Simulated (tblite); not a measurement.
C₇H₄N₂.
Structure used (GFN2-xTB), in Å, numbered top down from 1:
```
atom  x, y, z in Å
N1    -2.358    2.024   -1.724
C2    -2.048    1.285   -0.909
C3    -1.633    0.328    0.089
C4    -0.703   -0.681   -0.539
C5     0.574   -0.746   -0.250
C6     1.904   -1.271   -0.334
C7     1.730   -0.270    0.534
C8     2.197    0.600    1.488
N9     2.546    1.340    2.297
H10   -1.134    0.862    0.902
H11   -2.526   -0.167    0.484
H12   -1.129   -1.336   -1.284
H13    2.576   -1.967   -0.772
```

Calculated harmonic vibrations of the isolated species, GFN2-xTB (tblite), most abundant isotopes, no scaling. Errors from tens to a few hundred cm⁻¹ against measured bands are possible. One conformer, not necessarily the lowest.

Harmonic wavenumbers (cm⁻¹): 27.2, 77.4, 101.7, 195.4, 219.2, 269.3, 370.7, 375.1, 457.8, 512.1, 531.6, 566.8, 682.3, 710.2, 778.6, 838.8, 926.8, 979.4, 995.9, 1045.0, 1103.6, 1128.2, 1240.1, 1301.3, 1412.6, 1662.5, 1961.4, 2327.1, 2412.4, 2942.9, 2968.2, 3071.3, 3224.4.

A = 2914, B = 894.4, C = 745.1 MHz; mass 116.037 u (most abundant isotopes); point group C1, symmetry number 1.

What is the zero-point energy?

½Σν̃ = 18709 cm⁻¹ = 53.49 kcal/mol.

Entropy at 273.15 K, 1 bar (ideal gas, RRHO, classical rotation)?

Translation 39.75, rotation 29.23, vibration 23.32: S = 92.3 cal/(mol K).

And Cp and H(273.15 K) − H(0)?

Cp = 30.87 cal/(mol K), of which vibrations give 22.93 (their classical limit is 33 R = 65.6); H(273.15 K) − H(0) = 5.40 kcal/mol without the zero-point energy, 3.23 from vibrations.

Blend soft modes into free rotors: weight 1/[1 + (100 cm⁻¹/ν̃)⁴] for the oscillator and the rest for a rotor with moment μB/(μ + B), μ = h/(8π²ν), B = 10⁻⁴⁴ kg m². What vibrational entropy results?

20.76 cal/(mol K) in place of 23.32, which changes −T·S at 273.15 K by +0.70 kcal/mol.

What must be added to the electronic energy to get the Gibbs energy at 273.15 K and 1 bar?

ZPE + [H(273.15 K) − H(0)] − T·S = 53.49 + 5.40 − 25.21 = 33.68 kcal/mol.

Hindered rotation and anharmonicity are outside this model. Other conformers, if any are populated, would add a mixing term that is left out. The structure is chiral; the term R ln 2 for an equal mix with its mirror image is left out.
